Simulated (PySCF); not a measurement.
Mo(NH)2(OH)(Me) (CH6MoN2O), SMILES [Mo]([CH3])(=[NH])([OH])=[NH], multiplicity 1.

The structure is a stationary point at PBE-D3(BJ)/def2-SVP. The multiplicity is an assumed one; no other spin state was optimised. The structure was generated by enumeration; whether it is a known compound was not checked. The def2 effective core potentials stand for the cores of Mo; spin–orbit coupling is left out. One conformer was computed; it need not be the lowest.

Calculation: PBE-D3(BJ)/def2-SVP (PySCF 2.14.0).

Frequencies are harmonic and unscaled.

| mode | ν (cm⁻¹) | IR (km/mol) | Raman (Å⁴/amu) | depolarisation | moving atoms (share of kinetic energy) |
|---|---|---|---|---|---|
| 1 | 168 | 1.3 | 2.1 | 0.70 | H 50 %, O 26 %, C 16 % |
| 2 | 170 | 0.7 | 1.5 | 0.72 | H 70 %, O 15 %, C 10 % |
| 3 | 208 | 12.2 | 4.2 | 0.75 | H 33 %, N 28 %, C 24 %, Mo 12 % |
| 4 | 213 | 8.5 | 3.8 | 0.74 | N 39 %, H 31 %, Mo 15 % |
| 5 | 225 | 14.7 | 3.5 | 0.74 | N 44 %, O 37 %, H 10 %, Mo 8 % |
| 6 | 252 | 60.9 | 6.5 | 0.75 | H 49 %, N 42 % |
| 7 | 302 | 99.4 | 6.9 | 0.64 | H 66 %, N 27 % |
| 8 | 384 | 126.8 | 1.0 | 0.71 | H 85 %, N 10 % |
| 9 | 519 | 15.8 | 4.4 | 0.15 | C 49 %, H 37 % |
| 10 | 554 | 153.2 | 6.0 | 0.20 | H 68 %, C 15 %, N 11 % |
| 11 | 590 | 27.6 | 4.2 | 0.71 | H 82 % |
| 12 | 610 | 19.8 | 6.4 | 0.31 | H 73 %, O 12 %, C 10 % |
| 13 | 637 | 127.5 | 4.5 | 0.41 | H 56 %, O 33 % |
| 14 | 703 | 19.0 | 2.4 | 0.57 | H 74 %, C 13 %, N 9 % |
| 15 | 721 | 63.0 | 8.3 | 0.33 | H 42 %, O 32 %, Mo 14 %, N 10 % |
| 16 | 725 | 39.3 | 3.0 | 0.70 | H 67 %, N 24 % |
| 17 | 963 | 120.6 | 11.9 | 0.62 | N 73 %, Mo 19 %, H 8 % |
| 18 | 984 | 50.5 | 41.1 | 0.04 | N 81 %, Mo 12 % |
| 19 | 1139 | 0.3 | 0.2 | 0.74 | H 80 %, C 20 % |
| 20 | 1352 | 8.3 | 16.4 | 0.73 | H 94 % |
| 21 | 1361 | 6.7 | 15.2 | 0.75 | H 95 % |
| 22 | 2961 | 1.4 | 168.6 | 0.02 | H 98 % |
| 23 | 3068 | 3.9 | 79.8 | 0.75 | H 90 %, C 10 % |
| 24 | 3086 | 2.0 | 77.1 | 0.72 | H 91 %, C 9 % |
| 25 | 3494 | 88.1 | 210.9 | 0.35 | H 93 % |
| 26 | 3521 | 114.1 | 229.7 | 0.32 | H 93 % |
| 27 | 3745 | 161.7 | 117.6 | 0.26 | H 94 % |
